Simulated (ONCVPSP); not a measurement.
# Ge (Z = 32): one change to an ONCV potential, before and after

| Quantity | Value |
| --- | --- |
| Element | Ge (Z = 32) |
| Generator | ONCVPSP 4.0.1 |
| Type | optimised norm-conserving Vanderbilt (ONCV) |
| Functional | PBE |
| Relativity | scalar-relativistic |
| Frozen core | [Ar] 3d10 |
| Valence charge | 4 |
| Reference configuration | 4s2 4p1 (charge +1) |
| Partial waves | 4s: rc 1.50 bohr, ncon 4, nbas 7, qcut 5.4 1/bohr, 1 projector; 4p: rc 2.20 bohr, ncon 4, nbas 7, qcut 4.4 1/bohr, 1 projector |
| Local potential | polynomial inside 1.45 bohr (lpopt 5, dvloc0 0 Ha) |
| Core correction | none |

Change: s: qcut 5.9; p: qcut 4.8.

Cutoffs: the cutoffs (Ha) at which the residual kinetic energy of the hardest occupied pseudo-wave falls to 1 and 0.1 mHa per electron; they do not see the model core or the augmentation charge, which bear on the density cutoff. Errors are all-electron minus pseudo energies relative to the spin-unpolarised reference configuration.

Question: Predict the effect on cutoff, ghosts and configuration errors.

Answer: The potential gets softer (8.9 Ha and 38 Ha → 8.8 Ha and 26 Ha); the errors of the 4 common tests hardly move; neither file shows a bound ghost.

| quantity | base | changed |
| --- | --- | --- |
| cutoff, loose | 8.9 Ha | 8.8 Ha |
| cutoff, tight | 38 Ha | 26 Ha |
| loose cutoff by channel | s 8.9 Ha, p 6.2 Ha | s 8.8 Ha, p 6.8 Ha |
| bound ghosts | none | none |
| GHOST(+) flags under 300 eV | s at 22.4 eV | s at 21.8 eV |
| error for 4s2 4p2, meV [ΔE -7.44 eV] | +4.0 | +4.1 |
| error for 4s2 4p0, meV [ΔE 15.44 eV] | +7.9 | +8.5 |
| error for 4s1 4p0, meV [ΔE 50.23 eV] | +131 | +134 |
| error for 4s2 4p1.5, meV [ΔE -4.64 eV] | +1.4 | +1.5 |
| s: phases at 1.52 bohr within 0.05 rad from the reference energy up to (Ha; the scan ends near 5) | 0.2 | 0.1 |
| p: phases at 2.23 bohr within 0.05 rad from the reference energy up to (Ha; the scan ends near 5) | 1.1 | 1.1 |
